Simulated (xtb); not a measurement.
xtb input:

```bash
xtb mol.xyz --gfn 2 --sp --chrg 1 --uhf 0
```
mol.xyz:
```
3

C     -0.00000000    -0.00000000    -1.36999048
C     -0.00000000    -0.00000000    -0.00255813
N      0.00000000     0.00000000     1.17647024
```

**Question.** What final total energy does it print?

**Answer.** -6.30480 Eh (GFN2-xTB).

This state (charge 1, singlet) is run at the relaxed geometry of the species with charge 0 and multiplicity 2.
